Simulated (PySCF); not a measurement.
Isomers of C2H12OP2Si2, one GFN2-xTB conformer each. Single-point energies are computed at PBE0/pcSseg-1 (PySCF, gas phase, no added dispersion term), electronic only.

Task: Rank them by PBE0/pcSseg-1 energy, lowest first (kcal/mol).
A. `[CH3:1][SiH2:2][CH2:3][O:4][SiH:5]([PH2:6])[PH2:7]` with C1–Si2–C3–O4 -59°, Si2–C3–O4–Si5 -153°, C3–O4–Si5–P6 158°, O4–Si5–P6–H 173° and 81°, O4–Si5–P7–H -99° and 168°
B. `[CH3:1][CH2:2][Si:3]([PH2:4])([PH2:5])[O:6][SiH3:7]` with C1–C2–Si3–P4 49°, C2–Si3–P4–H 70° and 163°, C2–Si3–P5–H -170° and -77°, C2–Si3–O6–Si7 -51°
C. `[PH2:1][SiH2:2][CH2:3][CH2:4][O:5][SiH2:6][PH2:7]` with H–P1–Si2–C3 -162° and -70°, P1–Si2–C3–C4 -41°, Si2–C3–C4–O5 -43°, C3–C4–O5–Si6 -151°, C4–O5–Si6–P7 35°
D. `[SiH3:1][CH2:2][O:3][CH2:4][SiH:5]([PH2:6])[PH2:7]` with Si1–C2–O3–C4 177°, C2–O3–C4–Si5 -169°, O3–C4–Si5–P6 131°, C4–Si5–P6–H 87° and 180°, C4–Si5–P7–H -80° and -173°
E. `[CH3:1][SiH:2]([CH3:3])[O:4][SiH:5]([PH2:6])[PH2:7]` with C1–Si2–O4–Si5 171°, Si2–O4–Si5–P6 57°, O4–Si5–P6–H 178° and 85°, O4–Si5–P7–H -21° and 72°

Result: E (0.0), B (13.8), A (50.5), C (56.2), D (90.4).

As drawn, the lowest has an Si–O bond, which the highest lacks. GFN2-xTB itself gives, in the same order: 5.6, 0.0, 42.2, 33.4, 76.9. GFN2-xTB puts CC[Si](P)(P)O[SiH3] lowest instead; measured from each level's own lowest isomer, the values differ by up to 22.8 kcal/mol (P[SiH2]CCO[SiH2]P: 33.4 against 56.2).

Task: Which frontier levels, dipoles and rotational constants go with these structures?

Result: 
| SMILES | HOMO (eV, PBE0/pcSseg-1) | LUMO (eV) | dipole (D) | A, B, C (MHz) |
| --- | --- | --- | --- | --- |
| C[SiH](C)O[SiH](P)P | -7.31 | -0.02 | 1.23 | 1451, 707.2, 573.7 |
| CC[Si](P)(P)O[SiH3] | -6.88 | -0.16 | 0.61 | 1044, 896.1, 733.7 |
| C[SiH2]CO[SiH](P)P | -7.41 | -0.20 | 2.01 | 1517, 629.6, 488.4 |
| P[SiH2]CCO[SiH2]P | -7.27 | 0.13 | 1.03 | 2419, 525.0, 475.8 |
| [SiH3]COC[SiH](P)P | -7.07 | 0.06 | 2.00 | 2301, 527.9, 468.3 |
